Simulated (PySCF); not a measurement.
**Rh (rhodium, neutral): UHF calculation**

Configuration: [Kr] 4d7 5s2, high-spin 4F determinant (an excited configuration). All numbers are calculated (PySCF 2.14, the spin-free X2C one-electron Hamiltonian (Gaussian nucleus), in aug-cc-pVTZ-DK (9s8p6d3f2g, 102 functions)).

```json
{
  "Total energy": "-4780.997537 hartree",
  "One-electron energy": "-6588.8455 hartree",
  "Hartree (Coulomb) energy": "1945.3795 hartree",
  "Exchange energy": "-137.5316 hartree",
  "⟨S²⟩": "3.7657",
  "⟨L²⟩": "12.052",
  "Sum of ⟨r⟩": "33.34 bohr",
  "Sum of ⟨r²⟩": "57.61 bohr²",
  "Langevin diamagnetic susceptibility": "-45.6 ×10⁻⁶ cm³/mol"
}
```

```json
{"shell": "1s β", "electrons": "1", "mean orbital energy (eV)": "-23343.3", "spread (eV)": "0", "rms radius, mean of both spins (bohr)": "0.0374"}
{"shell": "1s α", "electrons": "1", "mean orbital energy (eV)": "-23343.3", "spread (eV)": "0", "rms radius, mean of both spins (bohr)": "0.0374"}
{"shell": "2s α", "electrons": "1", "mean orbital energy (eV)": "-3470.4", "spread (eV)": "0", "rms radius, mean of both spins (bohr)": "0.154"}
{"shell": "2s β", "electrons": "1", "mean orbital energy (eV)": "-3469.5", "spread (eV)": "0", "rms radius, mean of both spins (bohr)": "0.154"}
{"shell": "2p α", "electrons": "3", "mean orbital energy (eV)": "-3105.3", "spread (eV)": "0", "rms radius, mean of both spins (bohr)": "0.137"}
{"shell": "2p β", "electrons": "3", "mean orbital energy (eV)": "-3104.4", "spread (eV)": "0", "rms radius, mean of both spins (bohr)": "0.137"}
{"shell": "3s α", "electrons": "1", "mean orbital energy (eV)": "-659.11", "spread (eV)": "0", "rms radius, mean of both spins (bohr)": "0.415"}
{"shell": "3s β", "electrons": "1", "mean orbital energy (eV)": "-658.65", "spread (eV)": "0", "rms radius, mean of both spins (bohr)": "0.415"}
{"shell": "3p α", "electrons": "3", "mean orbital energy (eV)": "-535.67", "spread (eV)": "0", "rms radius, mean of both spins (bohr)": "0.419"}
{"shell": "3p β", "electrons": "3", "mean orbital energy (eV)": "-535.12", "spread (eV)": "0", "rms radius, mean of both spins (bohr)": "0.419"}
{"shell": "3d α", "electrons": "5", "mean orbital energy (eV)": "-338.36", "spread (eV)": "0.303", "rms radius, mean of both spins (bohr)": "0.403"}
{"shell": "3d β", "electrons": "5", "mean orbital energy (eV)": "-337.12", "spread (eV)": "1.124", "rms radius, mean of both spins (bohr)": "0.403"}
{"shell": "4s α", "electrons": "1", "mean orbital energy (eV)": "-107.83", "spread (eV)": "0", "rms radius, mean of both spins (bohr)": "1.05"}
{"shell": "4s β", "electrons": "1", "mean orbital energy (eV)": "-102.65", "spread (eV)": "0", "rms radius, mean of both spins (bohr)": "1.05"}
{"shell": "4p α", "electrons": "3", "mean orbital energy (eV)": "-70.779", "spread (eV)": "0", "rms radius, mean of both spins (bohr)": "1.16"}
{"shell": "4p β", "electrons": "3", "mean orbital energy (eV)": "-64.196", "spread (eV)": "0", "rms radius, mean of both spins (bohr)": "1.16"}
{"shell": "4d α", "electrons": "5", "mean orbital energy (eV)": "-16.567", "spread (eV)": "1.145", "rms radius, mean of both spins (bohr)": "1.61"}
{"shell": "4d β", "electrons": "2", "mean orbital energy (eV)": "-14.044", "spread (eV)": "0", "rms radius, mean of both spins (bohr)": "1.61"}
{"shell": "5s α", "electrons": "1", "mean orbital energy (eV)": "-7.625", "spread (eV)": "0", "rms radius, mean of both spins (bohr)": "3.60"}
{"shell": "5s β", "electrons": "1", "mean orbital energy (eV)": "-6.563", "spread (eV)": "0", "rms radius, mean of both spins (bohr)": "3.60"}
```

Densities and radii are taken from the X2C orbitals without a picture-change correction, which distorts them close to the nucleus.

Spin-orbit constants ζ (cm⁻¹) from the X2C one-electron operator on these orbitals: bare nucleus, nucleus screened by l(l+1)(2l+1)/3 electrons, and screened by the Breit-Pauli mean field of the electrons.

```tsv
shell	bare	screened nucleus	mean field
2p	783400	748600	n/a
3p	136400	130300	n/a
3d	19800	15400	n/a
4p	19900	19020	n/a
4d	1721	1339	n/a
```

To first order the Landé constant is A = -446.2 cm⁻¹, so the lowest level has J = 9/2 and lies 0.249 eV below the centre of the term. This holds in LS coupling only.
